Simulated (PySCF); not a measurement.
Work out the structure from these simulated measurements.

Formula: C3H9ClSSi2.

| Item | Value |
| --- | --- |
| NMR, other nuclei | isotropic shieldings of nuclei other than C and H, by class: 357 (1 Si), 376 (1 Si), 745 (1 S), 959 (1 Cl) ppm [GIAO PBE0/pcSseg-1] |
| 13C NMR | chemical shifts (computed TMS as zero) by class: 143.9 (1 C), 125.6 (1 C), 30.0 (1 C) ppm [GIAO PBE0/pcSseg-1] |
| Dipole | 1.40 D [wB97X-D/def2-SVPD] |
| Polarisability | 118.5 au [wB97X-D/def2-SVPD] |
| Rotational structure | rotational constants A, B, C: 1.324, 1.008, 0.758 GHz [GFN2-xTB] |
| UV, first state | lowest singlet excitation: 5.95 eV (208 nm, f = 0.006) [TDDFT wB97X-D/def2-SVPD] |

Gas-phase values; electronic properties from PySCF, density fitting. Levels stand in brackets. Isolated species at its GFN2-xTB geometry (one conformer only). Each NMR value is the plain mean over a class of atoms that symmetry, rotation or inversion makes alike.

**Question.** What is the compound? Reason from the data.

**Answer.** Numbering: `[CH2:1]=[CH:2][CH2:3][SiH2:4][S:5][SiH2:6][Cl:7]`. Its formula, C3H9ClSSi2, gives 1 degree of unsaturation: 0 rings and 1 π bond in the structure found. 3 carbons fall into 3 classes; from least to most shielded: alkene CH carbon [C2] (143.9 ppm), terminal =CH2 carbon [C1] (125.6 ppm), sp3 carbon bound to silicon [C3] (30.0 ppm). The other shieldings belong to: 357 ppm, chlorine-bound silicon [Si6]; 376 ppm, SiH2 silicon [Si4]; 745 ppm, sulfur bonded to 2 Si [S5]; 959 ppm, silicon-bound chlorine [Cl7]. The optimised geometry has point group C1 and is an asymmetric top. Structure: `C(C[SiH2]S[SiH2]Cl)=C`. Computed isomers that give other values at the same levels: `Cl[Si@H]1CCS[SiH2]C1` (13C chemical shifts (computed TMS as zero) by class: 26.7 (1 C), 23.4 (1 C), 1.7 (1 C) ppm); `C/C=C\[SiH2]S[SiH2]Cl` (13C chemical shifts (computed TMS as zero) by class: 159.1 (1 C), 124.7 (1 C), 24.1 (1 C) ppm); `C/C=C/[SiH2]S[SiH2]Cl` (13C chemical shifts (computed TMS as zero) by class: 159.4 (1 C), 129.9 (1 C), 27.1 (1 C) ppm). The assignments are read from this structure; whether some other isomer fits the data as well wasn't checked.

The values belong to the conformer `[CH2:1]=[CH:2][CH2:3][SiH2:4][S:5][SiH2:6][Cl:7]`: C1–C2–C3–Si4 112°, C2–C3–Si4–S5 -71°, C3–Si4–S5–Si6 67°, Si4–S5–Si6–Cl7 31°.
